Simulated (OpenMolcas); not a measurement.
## Mo2+: CASPT2 settings compared

* Program: OpenMolcas
* Basis: ANO-RCC-VQZP [8s7p5d3f2g1h]
* Scalar Hamiltonian: DKH3, point nucleus
* Active space: 4 electrons in 5 orbitals (4d)
* State averaging: 2S+1 = 5 even, 5 roots; 2S+1 = 3 even, 45 roots kept (CI in the orbitals of an earlier block); 2S+1 = 1 even, 49 roots kept (CI in the orbitals of an earlier block)
* Spin-orbit coupling: RASSI with atomic mean-field integrals over the reference wave functions, term energies averaged over their components

Methods on the same reference wave functions:
A. CASSCF
B. SS-CASPT2, IPEA 0.75 Eh, imaginary shift 0.3 Eh (closed shells correlated: none)
C. XMS-CASPT2, IPEA 0 Eh, real shift 0.4 Eh (closed shells correlated: 4s 4p)
D. XMS-CASPT2, IPEA 0.2 Eh, real shift 0.4 Eh (closed shells correlated: 4s 4p)

Energies in cm-1 above 4d4 5D0, the measured ground level; measured values from Sugar and Musgrove, J. Phys. Chem. Ref. Data 17, 155 (1988).

| Level | A | B | C | D | Measured |
| --- | --- | --- | --- | --- | --- |
| 4d4 5D0 | 0.0 | 0.0 | 0.0 | 0.0 | 0.0 |
| 4d4 5D1 | 219 | 241 | 237 | 240 | 242 |
| 4d4 5D2 | 623 | 667 | 658 | 663 | 668 |
| 4d4 5D3 | 1169 | 1221 | 1208 | 1213 | 1224 |
| 4d4 5D4 | 1825 | 1865 | 1851 | 1853 | 1872 |
| 4d4 3H4 | 15843 | 14340 | 13050 | 12750 | 12680 |
| 4d4 3P0(1) | 16263 | 11800 | 12150 | 11910 | 11149 |
| 4d4 3H5 | 16338 | 14930 | 13610 | 13320 | 13276 |
| 4d4 3H6 | 16819 | 15440 | 14120 | 13820 | 13811 |
| 4d4 3P1(1) | 17508 | 13050 | 13410 | 13150 | 12510 |
| 4d4 3F3(1) | 18382 | 15450 | 14630 | 14300 | 13948 |
| 4d4 3F2(1) | 18468 | 15360 | 14670 | 14320 | 13929 |
| 4d4 3F4(1) | 18623 | 15740 | 14920 | 14590 | 14296 |
| 4d4 3P2(1) | 19436 | 14950 | 15280 | 15030 | 14358 |
| 4d4 3G3 | 20278 | 17780 | 16500 | 16230 | 15871 |
| 4d4 3G4 | 20690 | 18210 | 16880 | 16620 | 16283 |
| 4d4 3G5 | 20994 | 18680 | 17270 | 17020 | 16714 |
| 4d4 1I6 | 24337 | 22100 | 20380 | 19950 | 20290 |
| 4d4 3D3 | 25611 | 21930 | 20300 | 20150 | 19488 |
| 4d4 3D2 | 25763 | 21910 | 20420 | 20270 | 19577 |
| 4d4 3D1 | 26015 | 22350 | 20730 | 20580 |  |
| 4d4 1G4(1) | 26035 | 22400 | 21250 | 20880 | 20612 |
| 4d4 1S0 | 29843 | 24480 | 23660 | 24260 | 22990 |
| 4d4 1D2(1) | 31516 | 24800 | 24580 | 24370 | 22806 |

Deviations, from unrounded energies. A percentage is the sum of absolute deviations over the sum of measured energies, with the sign that they share, or ± where signs differ.

```csv
Against measurement,Levels,A,B,C,D
mean absolute deviation (cm-1),22,4000,1300,570,410
fine structure of the ground term (%),4,-4.3,-0.3,-1.3,-0.9
other terms of the ground configuration (%),18,+29.9,+9.8,+4.2,±3.1
```

D lies closest to measurement on these levels and A furthest from it. The largest miss of D in the table is 4d4 1D2(1), by +1600 cm-1. The ranking rests on the paired levels alone, and a cruder setting can come out closer through cancelling errors.

Among B to D the level of the table that moves most is 4d4 1I6, by 2100 cm-1 (lowest in D, highest in B). Moves below CASPT2's spread within the term are not significant.

The mean deviations of B to D differ by less than CASPT2's widest spread within a term (1400 cm-1), so their order carries little weight.

From A to B the spin-free energies of the other terms of 4d4 shown, above 5D, scale by factors of 0.74 to 0.91, as is usual when dynamic correlation screens the repulsion within a d or f shell.

The lowest spin-free term lies below A's lowest term by 0.036 hartree in B, 0.381 hartree in C, 0.372 hartree in D.

Term energies are means over components that CASPT2 splits; among the terms shown or strongly mixed into the levels shown the widest spread is 1400 cm-1 (4d4 1I, D). Levels of configurations with an s electron are missing; early in the row they begin among the upper levels of the d shell and mix with terms of their name. Terms from blocks run as CI alone lack orbitals of their own. The CASPT2 spread within a term exceeds the gap to the next term for 4d4 1G(1) and 4d4 1I, 4d4 1I and 4d4 3D, so the order of their levels is uncertain (figures for B; the like holds for C, D). Without dynamic correlation excited terms often stand tens of per cent too high (terms of higher spin than the ground term too low), and those without a measured partner can miss by more than the paired ones (holds for A). Some levels mix across a computed gap that differs much from the measured one, so their mixing is not that of the real levels (holds for A). Computed and measured levels are paired by configuration, term and J; levels that our copy of the source lacks, or whose pairing is in doubt (as where it misses far off the trend of its configuration), stay unpaired and out of the deviations. Levels of configurations outside the active space are missing. Levels that lie high or do not pair safely by name in every column are left out.

A number in round brackets counts repeated terms of one configuration in the order of the reference energies.
